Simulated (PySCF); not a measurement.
Some computed properties have been withheld. Give your best values.

Compound: C3H12OSi2.
SMILES: `C[Si@@H](CC)O[SiH3]`

Conformer (atom-mapped SMILES and torsion angles): `[CH3:1][CH2:2][Si@H:3]([CH3:4])[O:5][SiH3:6]`: C1–C2–Si3–C4 175°, C2–Si3–O5–Si6 -77°.

```csv
property,level,value
point group,PBE0-D3(BJ)/def2-SVP,?
"rotational constants A, B, C",PBE0-D3(BJ)/def2-SVP,"2.479, 1.585, 1.036 GHz"
dipole moment,wB97X-D/def2-SVPD,0.98 D
HOMO energy,wB97X-D/def2-SVPD,-9.79 eV
LUMO energy,wB97X-D/def2-SVPD,1.90 eV
lowest singlet excitation,TDDFT wB97X-D/def2-SVPD,"7.36 eV (169 nm, f = 0.001)"
strongest line among the 10 lowest singlet transitions,TDDFT wB97X-D/def2-SVPD,"S7 at 8.58 eV (144 nm, f = 0.091)"
lowest triplet excitation (Tamm–Dancoff),TDA wB97X-D/def2-SVPD,?
static isotropic polarisability,wB97X-D/def2-SVPD,?
vertical ionisation energy,ΔSCF wB97X-D/def2-SVPD,9.92 eV
electronic spatial extent ⟨r²⟩ about the centre of nuclear charge,wB97X-D/def2-SVPD,?
13C chemical shifts (computed TMS as zero) by class,GIAO PBE0/pcSseg-1,?
1H chemical shifts (computed TMS as zero) by class,GIAO PBE0/pcSseg-1,?
"isotropic shieldings of nuclei other than C and H, by class",GIAO PBE0/pcSseg-1,?
core binding energies,"ΔSCF SCAN, pcX-2 on the ionised atom, pcseg-1 elsewhere, spin-free X2C, 2p3/2 from a spin–orbit splitting computed afterwards within the 2p shell","Si2p3/2 106.8, Si2p3/2 107.4, C1s 290.0, C1s 290.1, C1s 290.6, O1s 537.5, Si1s 1846.7, Si1s 1847.3 eV"
```

Gas-phase values; electronic properties from PySCF, density fitting. One conformer (not necessarily the lowest) at the PBE0-D3(BJ)/def2-SVP geometry, without solvent or vibrations. NMR classes are plain means over equivalent atoms (diastereotopic ones count apart unless rotation or inversion swaps them), as if these changed places fast; in this geometry the members of some classes differ.

Task: Give the isotropic shieldings of nuclei other than C and H, by class.

Result: 313 (1 O), 342 (1 Si), 391 (1 Si) ppm.

Task: What is the lowest triplet excitation (Tamm–Dancoff)?

Result: 7.11 eV.

Task: Give the static isotropic polarisability.

Result: 92.3 au.

Task: The 13C chemical shifts (computed TMS as zero) by class?

Result: 12.4 (1 C), 9.2 (1 C), -0.2 (1 C) ppm.

Task: Give the point group.

Result: C1.

Task: Give the electronic spatial extent ⟨r²⟩ about the centre of nuclear charge.

Result: 1210 bohr².

Task: The 1H chemical shifts (computed TMS as zero) by class?

Result: 5.06 (3 H), 4.91 (1 H), 1.15 (3 H), 0.70 (1 H), 0.22 (1 H), 0.21 (3 H) ppm.

The polarisability is 13.68 Å³ as a volume (1 au = 0.148185 Å³), or 1.40 au for each of the 66 electrons. With B = h/(8π²I), that is 505.379 GHz u Å² over I, the principal moments of inertia are 203.9, 318.8 and 487.6 u Å² (most abundant isotopes). The vertical singlet–triplet gap S1 − T1 is 0.25 eV (TDDFT singlet less Tamm–Dancoff triplet; S1: HOMO→LUMO, weight 0.74; T1: HOMO→LUMO, weight 0.66). In atomic units the dipole is 0.38 e·bohr (1 au = 2.5417 D).
